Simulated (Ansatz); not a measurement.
Mulliken charges of ClFH2OSeZr (`[OH][Zr]([F])([Cl])[SeH]`) from PBE/def2-TZVPP in Ansatz (PBE0-D4/def2-TZVP geometry).

```
atom   x (Å)   y (Å)   z (Å)  charge (e)
  O1  -0.879   0.367   1.197      -0.449
 Zr2   0.224  -0.605   0.013       1.037
  F3   1.569  -1.584   0.914      -0.325
 Cl4  -1.084  -2.101  -1.238      -0.287
 Se5   1.394   1.097  -1.538      -0.248
  H6  -1.462   0.720   1.864       0.200
  H7   0.298   2.038  -1.257       0.071
```

Task: By hand: the dipole of these point charges (1 e Å = 4.8032 D).

Result: Σ q r = (-0.189, 0.342, 0.199) e Å, of length 0.439 e Å = 2.11 D.

Task: How does the dipole of the full density compare? (Estimate.)

Result: Ansatz gave: (-0.344, 0.351, 0.432) e Å, 3.14 D; the point charges give 0.67 times that, at 19° from its direction.

Point charges leave out the atoms' own dipoles, such as those of lone pairs, and Mulliken's split depends on the basis, so the two needn't agree.
